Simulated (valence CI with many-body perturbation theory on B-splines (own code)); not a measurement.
**Level structure of Pr46+**

Calculated by valence CI with perturbative core correlation (CI+MBPT): three valence electrons over a frozen Dirac-Fock core [Ne], a basis of 11 s, 11 p, 10 d, 8 f, 5 g, 2 h functions for each j, with the one-electron correlation potential Σ1 (screened to all orders), the two-electron term Σ2, the three-electron term Σ3, Breit, model QED; selected single and double excitations, second order for the rest, scaled by the run's own slope (own B-spline code, finite nucleus).

The last digits are not significant, and no measured levels were compared; by estimate large intervals hold to a few tenths of a per cent, small ones and those within an open d or f shell to about a per cent.

Levels 46 to 90 of 158, with energies above the lowest level, (3s^2 3p1/2) J=1/2. "Leading %" is the weight of the configuration and term that name the level; weights of strongly mixed levels are sums over their largest components and can fall short. In the jj column 3d3/2^4 stands for four electrons in 3d with j = 3/2. Lifetimes count E1, E2, E3, M1 and M2 decay at the calculated energies, and are blank where another channel may lead or the interval is too uncertain; long ones can be off by a factor of two.

```tsv
No.	Configuration	Term	J	E (× 10³ cm⁻¹)	Leading %	Second component	Lifetime	Leading jj
46	3p2 3d	2G	7/2	5178.9	42	29 % 3p2 3d 2F	3.84 ps	3p1/2 3p3/2 3d3/2 (89 %)
47	3p2 3d	2D	3/2	5328.3	40	15 % 3p2 3d 4P	1.38 ps	3p1/2 3p3/2 3d3/2 (85 %)
48	3p2 3d	4P	5/2	5334.2	28	24 % 3p2 3d 4F	1.51 ps	3p1/2 3p3/2 3d3/2 (74 %)
49	3p2 3d	4P	1/2	5360.4	36	30 % 3p2 3d 2P	1.54 ps	3p1/2 3p3/2 3d3/2 (88 %)
50	3p2 3d	4D	7/2	5366.2	45	37 % 3p2 3d 4F	3.33 ps	3p1/2 3p3/2 3d5/2 (98 %)
51	3p2 3d	2G	9/2	5420.2	57	37 % 3p2 3d 4F	5.44 ps	3p1/2 3p3/2 3d5/2 (94 %)
52	3p2 3d	2P	3/2	5439.2	49	28 % 3p2 3d 4P	2.69 ps	3p1/2 3p3/2 3d5/2 (89 %)
53	3p2 3d	2D	5/2	5461.8	40	26 % 3p2 3d 4D	3.23 ps	3p1/2 3p3/2 3d5/2 (87 %)
54	3p2 3d	2F	7/2	5539.1	45	26 % 3p2 3d 2G	3.43 ps	3p1/2 3p3/2 3d5/2 (78 %)
55	3s 3d2	4F	3/2	5541.1	82	10 % 3s 3d2 2D	1.32 ps	3s 3d3/2^2 (85 %)
56	3p2 3d	2F	5/2	5575.0	36	27 % 3p2 3d 4P	2.05 ps	3p1/2 3p3/2 3d5/2 (81 %)
57	3s 3d2	4F	5/2	5606.7	68	13 % 3s 3d2 2D	1.14 ps	3s 3d3/2^2 (68 %)
58	3p2 3d	2P	1/2	5624.6	50	32 % 3p2 3d 2S	3.09 ps	3p1/2 3p3/2 3d5/2 (86 %)
59	3p2 3d	2D	3/2	5642.3	60	11 % 3p2 3d 2P	2.06 ps	3p1/2 3p3/2 3d5/2 (87 %)
60	3s 3d2	4P	1/2	5721.1	76	13 % 3s 3d2 2S	1.06 ps	3s 3d3/2^2 (77 %)
61	3s 3d2	4F	7/2	5757.6	93		1.82 ps	3s 3d3/2 3d5/2 (87 %)
62	3s 3d2	4P	5/2	5805.7	34	25 % 3s 3d2 2D	1.61 ps	3s 3d3/2 3d5/2 (84 %)
63	3s 3d2	4P	3/2	5831.5	87	8 % 3s 3d2 2D	1.76 ps	3s 3d3/2 3d5/2 (97 %)
64	3s 3d2	4F	9/2	5842.5	64	32 % 3s 3d2 2G	2.18 ps	3s 3d3/2 3d5/2 (74 %)
65	3s 3d2	2G	7/2	5908.8	66	23 % 3s 3d2 2F	2.31 ps	3s 3d3/2 3d5/2 (89 %)
66	3s 3d2	2F	5/2	5912.6	46	35 % 3s 3d2 4P	1.46 ps	3s 3d3/2 3d5/2 (74 %)
67	3s 3d2	2D	3/2	5917.8	46	22 % 3s 3d2 2P	1.57 ps	3s 3d3/2 3d5/2 (70 %)
68	3s 3d2	2P	1/2	5972.7	53	12 % 3p2 3d 2P	1.25 ps	3s 3d3/2 3d5/2 (62 %)
69	3s 3d2	2G	9/2	6024.8	58	36 % 3s 3d2 4F	3.37 ps	3s 3d5/2^2 (76 %)
70	3s 3d2	2D	5/2	6101.0	51	28 % 3s 3d2 4P	2.70 ps	3s 3d5/2^2 (88 %)
71	3s 3d2	2F	7/2	6111.7	44	25 % 3s 3d2 2G	3.68 ps	3s 3d5/2^2 (70 %)
72	3s 3d2	2P	3/2	6173.3	52	26 % 3s 3d2 2D	2.65 ps	3s 3d5/2^2 (75 %)
73	3s 3d2	2S	1/2	6268.4	64	16 % 3p2 3d 2P	2.46 ps	3s 3d5/2^2 (72 %)
74	3p2 3d	2D	3/2	6294.2	42	17 % 3p2 3d 4P	944 fs	3p3/2^2 3d3/2 (90 %)
75	3p2 3d	2D	5/2	6336.6	26	20 % 3p2 3d 4D	964 fs	3p3/2^2 3d3/2 (80 %)
76	3p 3d2	4G°	5/2	6380.9	58	32 % 3p 3d2 2F°	7.15 ps	3p1/2 3d3/2^2 (98 %)
77	3p2 3d	2F	7/2	6388.9	58	26 % 3p2 3d 2G	1.03 ps	3p3/2^2 3d3/2 (87 %)
78	3p2 3d	2P	1/2	6393.3	34	32 % 3p2 3d 4P	869 fs	3p3/2^2 3d3/2 (76 %)
79	3p2 3d	4F	9/2	6442.3	53	42 % 3p2 3d 2G	1.69 ps	3p3/2^2 3d5/2 (94 %)
80	3p2 3d	2F	7/2	6479.7	45	29 % 3p2 3d 4D	1.37 ps	3p3/2^2 3d5/2 (79 %)
81	3p2 3d	2D	3/2	6485.7	64	9 % 3p2 3d 4D	977 fs	3p3/2^2 3d3/2 (89 %)
82	3p2 3d	2S	1/2	6571.5	35	28 % 3p2 3d 2P	1.18 ps	3p3/2^2 3d5/2 (76 %)
83	3p 3d2	4F°	3/2	6622.4	46	31 % 3p 3d2 2D°	1.32 ps	3p1/2 3d3/2^2 (90 %)
84	3p 3d2	4D°	1/2	6624.6	47	34 % 3p 3d2 2P°	2.20 ps	3p1/2 3d3/2^2 (95 %)
85	3p2 3d	2D	5/2	6625.1	78	14 % 3p2 3d 4D	1.55 ps	3p3/2^2 3d5/2 (98 %)
86	3p 3d2	4G°	7/2	6652.7	64	11 % 3p 3d2 4F°	8.34 ps	3p1/2 3d3/2 3d5/2 (98 %)
87	3p 3d2	2D°	5/2	6683.7	27	20 % 3p 3d2 4F°	5.84 ps	3p1/2 3d3/2 3d5/2 (98 %)
88	3p 3d2	4D°	3/2	6732.1	43	16 % 3p 3d2 2D°	4.46 ps	3p1/2 3d3/2 3d5/2 (92 %)
89	3p2 3d	2P	3/2	6734.7	45	26 % 3p2 3d 2D	1.06 ps	3p3/2^2 3d5/2 (85 %)
90	3p2 3d	2D	5/2	6736.5	51	34 % 3p2 3d 2F	1.10 ps	3p3/2^2 3d5/2 (86 %)
```
